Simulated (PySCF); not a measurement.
**Basis-set dependence of GeCl at CCSD(T)**

PySCF, UHF reference; doublet, unpaired electrons π ↑; De to Ge + Cl without counterpoise correction. Frozen cores follow the default of each basis and core potential.

```tsv
basis	relativity	functions	Re (Å)	ωe (cm⁻¹)	De (eV)	frozen orbitals
cc-pVDZ-PP/cc-pV(D+d)Z	scalar-relativistic core potentials	46	2.203	400	3.51	9
def2-TZVPP	no relativity	90	2.175	414	3.91	14
def2-TZVPPD	no relativity	105	2.178	410	3.94	14
```

Problem. How does each smaller set differ from the one with most functions, def2-TZVPPD?

Solution. cc-pVDZ-PP/cc-pV(D+d)Z: +2.5 pm, -2.4 % in ωe, -0.43 eV in De; def2-TZVPP: -0.3 pm, +1.0 % in ωe, -0.03 eV in De. All at CCSD(T); the set with most functions is neither the basis-set limit nor always the best. The rows treat relativity differently, so the differences are not basis effects alone.

Correlated steps freeze the inner cores (9 to 14 orbitals); shallow outer-core shells are correlated. Correlated levels converge slowly with the basis: in double zeta they bind strong bonds too weakly, by up to about 1 eV, and carry superposition errors of some tenths. Spin–orbit coupling is left out. The state was picked by a PBE0 search and need not be the measured ground state.
